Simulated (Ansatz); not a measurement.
## GeSiH3ClO (SMILES [SiH3][O][Ge][Cl]): methods side by side

The species is GeSiH3ClO (7 atoms), meant as a singlet with charge 0. As SMILES, `[SiH3][O][Ge][Cl]`. The shape was relaxed beforehand at PBE0/def2-SVP. This is one conformer, not always the lowest.

| atom | x (Å) | y (Å) | z (Å) |
| --- | --- | --- | --- |
| Si | 0.1834 | 0.6730 | -0.6157 |
| O | 0.4346 | -0.9750 | -0.4064 |
| Ge | 0.0793 | -2.2394 | 0.7815 |
| Cl | -0.9940 | -0.9996 | 2.2819 |
| H | 0.7985 | 1.0507 | -1.9196 |
| H | -1.2764 | 0.9782 | -0.6494 |
| H | 0.8360 | 1.4441 | 0.4820 |

Each level gives the dissociation energy of the O2–Si1 bond into doublet GeClO and doublet SiH3 (shapes relaxed at PBE0/def2-SVP, no zero-point term) (eV). The values are calculated.

```json
{"level": "HF/def2-SVP", "kind": "Hartree–Fock", "program": "Ansatz", "value (eV)": "4.67", "CPU time (all runs)": "5.2 s"}
{"level": "PBE/def2-SVP", "kind": "GGA", "program": "Ansatz", "value (eV)": "4.70", "CPU time (all runs)": "7.6 s"}
{"level": "B3LYP/def2-SVP", "kind": "global hybrid", "program": "Ansatz", "value (eV)": "4.95", "CPU time (all runs)": "6.7 s"}
{"level": "wB97M-V/def2-SVP", "kind": "range-separated hybrid", "program": "Ansatz", "value (eV)": "5.46", "CPU time (all runs)": "27 s"}
{"level": "MP2/def2-SVP", "kind": "perturbation theory", "program": "Ansatz", "value (eV)": "5.81", "CPU time (all runs)": "7.5 s"}
{"level": "CCSD(T)/def2-SVP", "kind": "coupled cluster or CI", "program": "Ansatz", "value (eV)": "4.98", "CPU time (all runs)": "17 s"}
```

All-electron rows without a relativistic Hamiltonian named are non-relativistic. The values span 4.67 to 5.81 eV. Measured bond enthalpies also hold zero-point and thermal terms, a few tenths of an eV less. The coupled-cluster rows rest on a doubtful reference here (large T1 or Brueckner and Hartree–Fock orbitals at odds), and rows may lie in different states. In the correlated wave-function rows the outer d shell of Ge is correlated, in sets not made for it. In so small a basis fixed costs decide the times, and correlated methods can beat functionals. CPU times are rough (shared hosts, several kinds of processor and program).
